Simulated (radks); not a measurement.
Results of a calculation; reference values are marked as such.
Charge is removed step by step from the 3s1/2 level of Si, starting from [Ne] 3s2 3p2. Code: a radial shooting solver on a logarithmic mesh with Libxc functionals. Model: Dirac Kohn-Sham, PBE, spin-unpolarised, spherical densities, finite nucleus; open shells fill j = l - 1/2 first; Fermi nuclear charge, rms radius 3.1224 fm.

removed (e)  E - E(0) (eV)  eigenvalue (eV)  E minus straight line (eV)
0                    0.000          -10.797                       0.000
0.25                 2.959          -12.896                      -0.830
0.5                  6.456          -15.097                      -1.121
0.75                10.515          -17.385                      -0.852
1                   15.155          -19.752                       0.000

Removing the whole electron costs 15.155 eV by Delta-SCF, against 10.797 eV from minus the eigenvalue at the starting occupation. Slater's transition state (half an electron removed) gives 15.097 eV. Integrating minus the eigenvalue over the occupation (Janak's theorem) gives 15.156 eV. The mean slope of the eigenvalue, de/dn, is 8.95 eV per electron.
